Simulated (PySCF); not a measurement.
A GIAO shielding run with PySCF 2.14.0 with density-fitted response routines (density fitting, non-relativistic, gas phase) on `C[Si@@H]1CCCN1C1CC1`, C₇H₁₅NSi:

```
$ OMP_NUM_THREADS=1 python probes_run.py task.json out

{"job": {"kind": "nmr", "xc": "PBE0", "basis": "pcSseg-1"}, "charge": 0, "multiplicity": 1}
C     -1.148100     1.346137    -1.988065
Si    -0.815496    -0.203157    -0.947264
C     -2.247483    -0.780076     0.156752
C     -1.511056    -1.330565     1.373248
C     -0.334719    -0.405187     1.673341
N      0.199483     0.071489     0.410615
C      1.489072     0.654064     0.466806
C      2.333339     0.731543    -0.762241
C      2.716273    -0.211030     0.340171
H     -1.593623     2.144841    -1.403263
H     -0.225552     1.724548    -2.414544
H     -1.819641     1.119310    -2.809048
H     -0.345743    -1.292237    -1.833602
H     -2.889642    -1.536747    -0.285627
H     -2.884442     0.053690     0.450324
H     -2.158629    -1.425594     2.246650
H     -1.123186    -2.320903     1.129482
H     -0.662943     0.449923     2.282224
H      0.444310    -0.933260     2.235549
H      1.556134     1.487625     1.165303
H      1.936340     0.303989    -1.668488
H      2.929069     1.618138    -0.918447
H      2.562052    -1.264320     0.165460
H      3.582447     0.017542     0.942222
```

Hardware: 1 thread of an Arm Neoverse V2, shared host. The job also computes population analyses, field gradients, ring-centre shieldings.

Question: How large is the calculation?

Answer: 78 electrons, 235 basis functions and 1232 auxiliary functions.

Question: How long does it take, and how much memory does it need?

Answer: 64 s of wall time, with 12 SCF cycles and 4 response iterations; peak memory 1.1 GiB. Times on a shared host scatter by some tens of per cent.
